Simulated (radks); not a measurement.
The hydrogen anion H-, [He], held by a Watson sphere: a shell of charge +1 at radius R that stands for the Madelung well of a crystal (potential energy -1/R inside, -1/r outside, in hartree with lengths in bohr). Method: non-relativistic Kohn-Sham, r2SCAN, spin-polarised, spherical densities, point nucleus; meta-GGA in the generalised Kohn-Sham scheme; computed with a radial shooting solver on a logarithmic mesh with Libxc functionals.

| R (bohr) | e(1s) (eV) | <r> 1s (bohr) | sum of <r^2> (bohr^2) | X-ray form factor at sin(theta)/lambda = 0.2 1/angstrom |
|---|---|---|---|---|
| 1.51 | -8.465 | 1.607 | 6.816 | 0.873 |
| 2.29 | -6.529 | 1.873 | 9.344 | 0.696 |
| 2.79 | -5.648 | 2.005 | 10.84 | 0.632 |
| 2.81 | -5.617 | 2.010 | 10.90 | 0.630 |
| 3.23 | -5.019 | 2.103 | 12.06 | 0.596 |
